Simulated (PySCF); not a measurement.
C2H4N, SMILES [CH]=NC, multiplicity 2. Geometry optimised at PBE-D3(BJ)/def2-TZVP. The isomer is the one that the SMILES or the coordinates give; other isomers of the formula were not compared.

Computed equilibrium geometry at PBE-D3(BJ)/def2-TZVP (PySCF confirms it by a frequency run) as bond lengths and angles, and its point group:
point group Cs.
Atoms: C1 N2 C3 H4 H5 H6 H7. Bonded distances (Å): C1–N2 1.222, C1–H4 1.111, N2–C3 1.457, C3–H5 1.099, C3–H6 1.099, C3–H7 1.104. Angles (°): N2–C1–H4 131.7, C1–N2–C3 130.9, N2–C3–H5 108.8, N2–C3–H6 108.8, N2–C3–H7 112.3, H5–C3–H6 107.5, H5–C3–H7 109.6, H6–C3–H7 109.6.
Charge 0, spin multiplicity 2.
